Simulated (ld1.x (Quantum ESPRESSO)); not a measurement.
**BLYP RRKJ dataset for Br (Z = 35), scalar-relativistic all-electron reference.**

```
Element                 : bromine
Generator               : ld1.x (Quantum ESPRESSO) 7.5
Type                    : norm-conserving RRKJ (Kleinman–Bylander form)
Functional              : BLYP
Relativity              : scalar-relativistic
Frozen core             : [Ar] 3d10
Valence charge          : 7
Reference configuration : 4s2 4p5
Partial waves           : 4p (bound): rc 1.25 bohr; 4s (bound): rc 1.55 bohr
Local potential         : the s channel
Core correction         : none
rho0                    : 0.02
```

All-electron outer shells of the reference configuration (BLYP, scalar-relativistic, ld1.x):

```tsv
shell	level (eV)	outermost node (bohr)	outermost maximum (bohr)
3p	-173.25	0.21	0.48
3d	-66.60	–	0.43
4s	-20.03	0.67	1.41
4p	-7.71	0.70	1.66
```

Problem. Does the generator finish with these settings?

Solution. Yes, a potential is produced and its reference levels are reproduced.

Problem. Estimate the cutoffs (Ry, on a coarse ladder) from which the occupation-weighted sum of valence levels, in a spherical-Bessel basis at the reference potential, stays within 10 and 1 mRy of its value at 400 Ry.

Solution. 80 Ry and 100 Ry.

Problem. What does a ghost test show?

Solution. Ghost state, extra bound levels that the all-electron valence spectrum of the same l lacks: p at -99.5 eV. A true bound ghost makes a file unfit for plane-wave use.

Problem. Which valence shell sets the plane-wave cutoff?

Solution. 4p: its level needs 80 Ry to come within 1 mRy, against 55 Ry for 4s.

Problem. Tests: 4s2 4p4; 4s2 4p3; 4s2 4p2; 4s2 4p4.5; 4s2 4p1; 4s2 4p5.3; 4s1 4p6. Which has the largest error in its energy relative to the reference configuration, and how large is it?

Solution. 4s2 4p1, with +126 meV (all-electron minus pseudo) on +114.89 eV.
